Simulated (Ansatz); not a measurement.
`[CH3][Ga]([F])[SeH]` + CH₃SH → `C[S][Ga]([CH3])[F]` + H₂Se at 400 K and 1 bar (ligand exchange at a Ga–Se bond).

Isolated molecules relaxed with PBE0-D4/def2-TZVP in Ansatz; ΔE leaves out vibrations. CCSD(T)/CBS adds triple-zeta CCSD(T) − MP2 to the extrapolated MP2 energy (def2 sets, frozen cores). This one scheme is used for every species. For Ga, Se outer-core shells are correlated without core-valence functions, which leaves a few kJ/mol of doubt a bond. Scalar relativity is left out up to krypton. Each species was taken in one conformer, which may not be the lowest.

```tsv
species	CCSD(T)/CBS energy (Eh)	H − E (kJ/mol)	S (J/(mol·K))
`[CH3][Ga]([F])[SeH]`	-4464.99266	153.8	402.7
CH₃SH	-438.22835	138.7	269.4
`C[S][Ga]([CH3])[F]`	-2501.31492	241.0	448.3
H₂Se	-2401.89790	49.4	229.5
```

H − E and S are ideal-gas, rigid-rotor, harmonic terms from PBE0-D4/def2-TZVP, for one conformer and one mirror image of each species. 1 Eh = 2625.50 kJ/mol, R = 8.31446 J/(mol·K).

**Question.** By hand: ΔE, ΔH, ΔS and ΔG.

**Answer.** ΔE = (-2501.31492) + (-2401.89790) − (-4464.99266) − (-438.22835) = 0.00819 Eh = 21.5 kJ/mol. Δ(H − E) = 241.0 + 49.4 − 153.8 − 138.7 = -2.1, so ΔH = 19.4 kJ/mol. ΔS = 448.3 + 229.5 − 402.7 − 269.4 = 5.7 J/(mol·K). ΔG = 19.4 − 400 × (5.7)/1000 = 17.1 kJ/mol.

**Question.** By hand: the equilibrium constant, and the temperature at which ΔG would vanish if ΔH and ΔS stayed fixed.

**Answer.** log₁₀ K = −ΔG/(RT ln 10) = -2.2. ΔG = 0 at ΔH/ΔS = 3404 K, far beyond where these terms or the molecules hold.

The number of gas molecules stays the same, so ΔS is small and ΔH decides. A doubt of 5 kJ/mol in ΔE shifts log₁₀ K by 0.7 here. Other conformers and mirror images would add mixing entropy, several J/(mol·K) or more a flexible species. Modes under 60 cm⁻¹, often nearly free rotors, make the harmonic entropy too high. These are equilibria of isolated gas molecules and say nothing of rates. Largest T1 diagnostic: 0.013 (customary marks: 0.02 for closed shells, 0.045 for open ones).
